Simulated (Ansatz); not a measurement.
Input file for C4H13AlSi, SMILES `C[Si](C)(C)[CH2][AlH2]`:

```yaml
crystal:
  periodic: [false, false, false]
  atoms:
    - {symbol: C, position_ang: [-0.734187, -1.751509, -0.091425]}
    - {symbol: Si, position_ang: [0.356282, -0.225655, -0.166919]}
    - {symbol: C, position_ang: [2.156359, -0.755807, -0.130844]}
    - {symbol: C, position_ang: [0.021340, 0.701664, -1.763943]}
    - {symbol: C, position_ang: [-0.044126, 0.886155, 1.282187]}
    - {symbol: Al, position_ang: [-1.878311, 1.530016, 1.407600]}
    - {symbol: H, position_ang: [-0.581289, -2.301786, 0.841480]}
    - {symbol: H, position_ang: [-0.513701, -2.434029, -0.916687]}
    - {symbol: H, position_ang: [-1.793095, -1.485277, -0.157258]}
    - {symbol: H, position_ang: [2.396236, -1.405516, -0.977366]}
    - {symbol: H, position_ang: [2.822048, 0.110519, -0.175363]}
    - {symbol: H, position_ang: [2.386130, -1.304157, 0.786855]}
    - {symbol: H, position_ang: [0.624665, 1.611869, -1.827281]}
    - {symbol: H, position_ang: [-1.031438, 0.987881, -1.842270]}
    - {symbol: H, position_ang: [0.261726, 0.085495, -2.634604]}
    - {symbol: H, position_ang: [0.612608, 1.767676, 1.267866]}
    - {symbol: H, position_ang: [0.189774, 0.371691, 2.224950]}
    - {symbol: H, position_ang: [-2.967967, 1.141478, 0.314318]}
    - {symbol: H, position_ang: [-2.324852, 2.464690, 2.615103]}
basis:
  gaussian: {orbitals: def2-SVP}
correlation: {method: ccsd_t}
```

```sh
$ ansatz run in.yaml --threads 4 --pin off --events-out ev --progress --plain --max-ram 11315MiB
```

The program prints (abridged):

```
Functional definition: HF
1589 factors; integrals over basis functions are off by at most 1.4e-3 eV
mean field evaluation 1: about -18761.4936 eV, gradient 4.0e1 eV
mean field evaluation 2: about -18761.4977 eV, gradient 4.0e1 eV
mean field evaluation 4: about -18766.0106 eV, gradient 3.5e0 eV
mean field evaluation 8: about -18766.0593 eV, gradient 9.3e-5 eV
mean field -18766.05929240 eV, -689.6399589038 hartree, gradient 1.8e-6 eV, S^2 0.000000; 0 other end points of the search recorded, 0 dependent functions left out
14 core orbitals not correlated: weight in the atoms' cores, before any rotation towards them, 1.000 or more for the frozen orbitals, at most 0.000 for the correlated occupied ones
reference -18766.05929240 eV, -689.6399589038 hartree; 18, 18 occupied and 125, 125 virtual orbitals, 1589 factors
second order -20.38366376 eV of doubles, -0.00000000 eV of singles
cycle   1  -22.04826778 eV  change    -1.7e0 eV  update   9.6e-2
cycle   2  -22.67873796 eV  change   -6.3e-1 eV  update   2.9e-2
cycle   3  -22.74808981 eV  change   -6.9e-2 eV  update   8.8e-3
cycle   4  -22.74800827 eV  change    8.2e-5 eV  update   2.5e-3
cycle   5  -22.74776523 eV  change    2.4e-4 eV  update   7.0e-4
cycle   6  -22.74767991 eV  change    8.5e-5 eV  update   2.1e-4
cycle   7  -22.74767084 eV  change    9.1e-6 eV  update   6.5e-5
cycle   8  -22.74767485 eV  change   -4.0e-6 eV  update   2.2e-5
perturbative correction -0.65584838 eV, -0.0241019833 hartree
Total energy: -18789.46281562 eV, -690.5000225189 hartree
```

It took 27 s on 4 threads of an Arm Neoverse V2 on a shared host, with 1.4 GiB of host memory at the peak.

MP2 recovers 87.1 % of the CCSD(T) correlation energy and the triples give 2.8 %; T1 = 0.0087.
